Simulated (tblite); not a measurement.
C₆H₁₁O (doublet state).
Structure used (GFN2-xTB), in Å, numbered top down from 1:
```
atom  x, y, z in Å
C1    -1.826    1.190   -0.520
C2    -1.046   -0.031   -0.800
O3    -1.815   -1.186   -1.002
C4    -0.115   -0.113    0.418
C5    -0.470   -0.731    1.536
C6     1.214    0.568    0.260
C7     2.214   -0.359   -0.433
H8    -2.716    1.123    0.077
H9    -1.384    2.155   -0.666
H10   -0.438    0.075   -1.704
H11   -2.489   -1.232   -0.315
H12    0.187   -0.761    2.389
H13   -1.409   -1.246    1.648
H14    1.097    1.478   -0.331
H15    1.602    0.846    1.242
H16    2.369   -1.255    0.163
H17    1.846   -0.659   -1.411
H18    3.169    0.144   -0.562
```

Computed with GFN2-xTB (tblite): harmonic, unscaled wavenumbers at the GFN2-xTB geometry, gas phase. The method is semi-empirical: single wavenumbers can be off by several per cent or more. One conformer, not necessarily the lowest. Open shells enter through the occupations alone, without spin polarisation, and single modes of such species can be off by tens of per cent.

Harmonic wavenumbers (cm⁻¹): 58.7, 74.3, 156.3, 192.4, 223.0, 238.9, 277.4, 301.9, 370.0, 436.0, 511.6, 526.5, 605.8, 687.2, 801.0, 839.5, 873.9, 899.4, 924.5, 1015.3, 1040.8, 1074.6, 1084.5, 1137.3, 1192.5, 1208.3, 1216.5, 1254.0, 1315.8, 1343.7, 1396.6, 1409.5, 1414.3, 1483.6, 1496.2, 1502.6, 1686.9, 2924.2, 2975.3, 2985.0, 3035.1, 3039.9, 3044.6, 3099.9, 3118.9, 3126.4, 3178.6, 3546.9.

A = 3763, B = 1767, C = 1704 MHz; mass 99.081 u (most abundant isotopes); point group C1, symmetry number 1; spin multiplicity 2.

Question: What is the zero-point energy?

Answer: Half the sum of the wavenumbers: 33173 cm⁻¹ = 396.84 kJ/mol.

Question: Give the ideal-gas entropy at 298.15 K and 1 bar in the rigid-rotor, harmonic-oscillator model (classical rotation).

Answer: Translation 166.17, rotation 116.07, vibration 106.28, spin (R ln 2) 5.76: S = 394.3 J/(mol K).

Question: And Cp and H(298.15 K) − H(0)?

Answer: Cp = 149.49 J/(mol K), of which vibrations give 116.23 (their classical limit is 48 R = 399.1); H(298.15 K) − H(0) = 27.21 kJ/mol without the zero-point energy, 17.29 from vibrations.

Question: What must be added to the electronic energy to get the Gibbs energy at 298.15 K and 1 bar?

Answer: ZPE + [H(298.15 K) − H(0)] − T·S = 396.84 + 27.21 − 117.56 = 306.49 kJ/mol.

Question: How do the functions run with temperature in this model?

Answer: 
```tsv
T (K)	S (J/(mol K))	Cp (J/(mol K))	H − H(0) (kJ/mol)	G − H(0) (kJ/mol)	ln q(vib)
100	279.5	73.0	5.05	-22.90	1.27
200	342.6	112.2	14.37	-54.14	3.52
300	395.2	150.2	27.48	-91.08	5.85
500	488.9	219.4	64.76	-179.70	10.52
800	608.2	287.5	141.68	-344.86	17.26
1000	675.8	317.9	202.37	-473.39	21.46
```

q(vib) and H(0) count from the zero-point level.

Question: Which modes carry the vibrational entropy at 298.15 K?

Answer: 58.7 cm⁻¹: 18.83; 74.3 cm⁻¹: 16.89; 156.3 cm⁻¹: 10.85; 192.4 cm⁻¹: 9.22; 223.0 cm⁻¹: 8.09; 238.9 cm⁻¹: 7.58 J/(mol K); the other 42 give 34.81 together.

Question: Blend soft modes into free rotors: weight 1/[1 + (100 cm⁻¹/ν̃)⁴] for the oscillator and the rest for a rotor with moment μB/(μ + B), μ = h/(8π²ν), B = 10⁻⁴⁴ kg m². What vibrational entropy results?

Answer: 99.26 J/(mol K) in place of 106.28, which changes −T·S at 298.15 K by +2.09 kJ/mol.

Hindered rotation and anharmonicity are outside this model. Other conformers, if any are populated, would add a mixing term that is left out. The structure is chiral; the term R ln 2 for an equal mix with its mirror image is left out.
